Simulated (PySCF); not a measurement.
# From computed data to an observable: entropy of an ideal gas

sulfur trioxide (O3S), SMILES O=S(=O)=O.

Geometry: ωB97X-D3(BJ)/def2-TZVP.

ωB97X-D3(BJ)/def2-TZVP (PySCF 2.14.0) gives the harmonic wavenumbers 517, 541, 541, 1126, 1452, 1452 cm⁻¹ and the rotational temperatures 0.5018, 0.5018, 0.2509 K. The molar mass is 80.06 g/mol, the symmetry number 6, the spin multiplicity 1.

Task: Work out the entropy at 298.15 K and 1 atm in the rigid-rotor, harmonic-oscillator model.

Result: 
Translation (Sackur–Tetrode at 1 atm): S = R[1.5 ln M + 2.5 ln T − 1.16487] = 163.4 J/(mol K).
Rotation: q = (√π/σ) T^1.5/√(θA θB θC) = 6050, S = R[ln q + 3/2] = 84.9 J/(mol K).
Vibration: with u = 1.4388 ν/T, each mode gives R[u/(e^u − 1) − ln(1 − e^−u)]:
| ν (cm⁻¹) | modes | u | S (J/(mol K)) |
|---|---|---|---|
| 517 | 1 | 2.49 | 2.58 |
| 541 | 2 | 2.61 | 4.71 |
| 1126 | 1 | 5.43 | 0.23 |
| 1452 | 2 | 7.01 | 0.12 |
These are all the modes. Sum 7.6 J/(mol K).
Spin: R ln 1 = 0.0 J/(mol K).
Total 255.9 J/(mol K); the program's own thermochemistry gives 255.9. Translation makes up 64 % and vibration 3 %. Anharmonicity, hindered rotation and orbital degeneracy are left out.
